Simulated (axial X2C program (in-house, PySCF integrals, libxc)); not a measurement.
## Curves of AuS by EOM-IP-CCSD

Computed with an axial X2C code built on PySCF integrals: two-component X2C with atomic mean-field Coulomb and Gaunt terms, Gaussian nuclei, basis Au dyall-acv3z, S dyall-av3z with contracted cores.

Energies in eV from the lowest point of the lowest state; states are followed by energy order within each Ω. Reference: AuS⁻, 18 electrons correlated in 84 virtual spinors with an MP2 remainder; levels at this size can be off by some tenths of an eV. Masses 196.967 and 31.972 u.

```
R (Å)  (1)Ω=3/2  (1)Ω=1/2  (2)Ω=1/2  (1)Ω=5/2
2.020    0.3178    0.5237    2.3679    3.9267
2.108    0.0674    0.2398    2.0783    3.5907
2.196    0.0000    0.1448    1.9769    3.4692
2.295    0.0675    0.1875    2.0031    3.4973
2.394    0.2311    0.3320    2.1156    3.6296
2.525    0.5340    0.6165    2.3318    3.8875
```

Q: Fit the curves (1)Ω=3/2, (1)Ω=1/2, (2)Ω=1/2, (1)Ω=5/2 near their minima.

A: At EOM-IP-CCSD from AuS⁻ (the fit fixes ωe to about one per cent; ωe of higher roots by this method can be off by ten per cent):

```json
{"state": "(1)Ω=3/2", "Te (cm⁻¹)": "0", "Re (Å)": "2.195", "ωe (cm⁻¹)": "393.9"}
{"state": "(1)Ω=1/2", "Te (cm⁻¹)": "1150", "Re (Å)": "2.213", "ωe (cm⁻¹)": "386.1"}
{"state": "(2)Ω=1/2", "Te (cm⁻¹)": "15910", "Re (Å)": "2.222", "ωe (cm⁻¹)": "361.3"}
{"state": "(1)Ω=5/2", "Te (cm⁻¹)": "27930", "Re (Å)": "2.224", "ωe (cm⁻¹)": "391.2"}
```

For AuS⁻ at CCSD, and between the minima:

Re = 2.209 Å, ωe = 382.1 cm⁻¹; removing the electron costs 2.265 eV without zero-point terms.

T1 of the reference reaches 0.029 (Lee–Taylor). Curves followed by order can swap character. Number of frozen shells: Au 5 s, 4 p, 2 d, 1 f; S 2 s, 1 p. Roots with under 60 % one-particle weight at any point are counted in the labels but not shown, and the list ends where the roots sought for some Ω run out; states that need a further excitation are missing and may lie low or lowest. Curves with a minimum but no constants failed the fit check.
